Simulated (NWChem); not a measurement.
# CH₃ClTe; SMILES C[Te]Cl

Results from NWChem. Medium grid unless said otherwise, to which SCAN and Minnesota functionals are sensitive. All runs use the structure optimised with PBE0/def2-SVP. def2 effective core potentials on Te; no spin-orbit coupling. Total energies of different functionals are on different scales.

| level | energy (Ha) | highest occupied level (eV) | orbital gap (eV) | dipole (D) |
|---|---|---|---|---|
| B3LYP/def2-SVP | -768.0628 | -5.82 | 3.46 | 2.53 |
| PBE/def2-SVP | -767.7054 | -4.95 | 1.92 | 2.44 |
| RPBE/def2-SVP | -767.9778 | -4.92 | 1.97 | 2.45 |
| BP86/def2-SVP | -768.1350 | -5.06 | 1.91 | 2.45 |
| r2SCAN/def2-SVP | -768.0076 | -5.26 | 2.27 | 2.63 |
| MN15-L/def2-SVP | -766.9335 | -5.25 | 2.50 | 2.74 |
| HCTH/407/def2-SVP | -768.7141 | -5.08 | 1.94 | 2.54 |
| BLYP/def2-SVP | -767.8738 | -4.73 | 1.90 | 2.36 |
| TPSS/def2-SVP | -767.8915 | -5.09 | 2.10 | 2.55 |
